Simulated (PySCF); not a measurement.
C₂, SMILES [C]=[C] (connectivity only; charge and spin as stated), neutral, multiplicity 1.

Geometry optimised at PBE0-D3(BJ)/def2-TZVPD.

The numbers are results of SMD-M06-2X/def2-SVP in PySCF, not measurements.

Solvation free energies are E(SMD) − E(gas) at the gas-phase geometry, for 1 M in both phases. In vacuum the dipole moment is 0.00 D.

Task: Estimate the solvation free energies in water, chlorobenzene, n-hexane. (The exact figures need the calculation; the answer reports its results.)

Result: 
```tsv
solvent	ΔG(solv) (kcal/mol)	its non-electrostatic (CDS) part	dipole (D)
water	4.4	5.6	0.00
chlorobenzene	1.8	2.6	0.00
n-hexane	1.6	2.0	0.00
```
